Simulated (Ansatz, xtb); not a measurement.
**Relative energy of two structures of GaGeH3O**

We compare X, a singlet given by its coordinates, with Y, a singlet given by its coordinates. Both are isolated molecules in the gas phase, relaxed with B3LYP-D3(BJ)/6-311G**.

X (Å):

```xyz
6

Ga    0.6151    3.0696    0.0363
Ge    2.7182    1.8382   -0.2333
O    -0.9558    3.9178    0.1949
H    -1.0125    4.7475    0.6802
H     3.1780    3.3377   -0.5915
H     2.7489    2.1828    1.3379
```

Close contacts (Å): Ga1–Ge2 2.45, Ga1–O3 1.79, Ge2–H5 1.61, Ge2–H6 1.61, O3–H4 0.96.

Y (Å):

```xyz
6

Ga    0.0599    1.6067    0.5019
Ge   -0.3697   -0.8784   -1.0676
O     1.1706    0.4280   -0.7042
H     2.0002    0.0296   -0.4225
H    -0.5012   -1.1954    0.5187
H    -1.2677    0.4924   -0.7922
```

Close contacts (Å): Ga1–Ge2 2.97, Ga1–O3 2.02, Ge2–O3 2.05, Ga1–H6 2.16, Ge2–H5 1.62, Ge2–H6 1.66, O3–H4 0.96.

Task: Which of the two would you expect CCSD(T)/def2-TZVP electronic energies to favour?

Result: Structure Y; the calculation gives E(Y) − E(X) = −4.2 kcal/mol.

How the difference moves with the method:

```csv
level,geometry,E(Y) − E(X) (kcal/mol),departure from the last row (kcal/mol),"job, with rough time for the two"
GFN2-xTB,GFN2-xTB,+0.1,+4.3,"optimisation, 0.47 s"
HF/STO-3G,GFN2-xTB,+19.0,+23.2,"single point, 1.9 s"
r2SCAN-D4/def2-SVP,GFN2-xTB,−4.6,−0.3,"single point, 2.8 s"
B3LYP-D3(BJ)/6-311G**,B3LYP-D3(BJ)/6-311G**,−8.2,−4.0,"optimisation, 2.3 min"
HF/def2-TZVP,B3LYP-D3(BJ)/6-311G**,−7.8,−3.6,part of the CCSD(T) run
MP2/def2-TZVP,B3LYP-D3(BJ)/6-311G**,−1.5,+2.7,part of the CCSD(T) run
CCSD(T)/def2-TZVP,B3LYP-D3(BJ)/6-311G**,−4.2,,"single point, 52 s"
```

HF/STO-3G puts the two in the other order. GFN2-xTB finds them nearly level. The largest departure from CCSD(T)/def2-TZVP is that of HF/STO-3G, 23.2 kcal/mol.

With harmonic frequencies from B3LYP-D3(BJ)/6-311G** (ideal gas, rigid rotor, one conformer each, 298.15 K, 1 atm): on the last row, ΔE + ΔZPE = −3.3, ΔH = −3.9, ΔG = −2.8 kcal/mol.

The correlated steps freeze 19 core orbitals; the filled d shell of Ga and Ge is correlated, in a basis made for valence electrons. Mirror images aren't counted in ΔG. Programs: Ansatz 0.2.0, xtb 6.7.1; the last row on 2 threads of Intel(R) Xeon(R) Platinum 8259CL CPU @ 2.50GHz (Skylake/Cascade Lake) on a shared host.
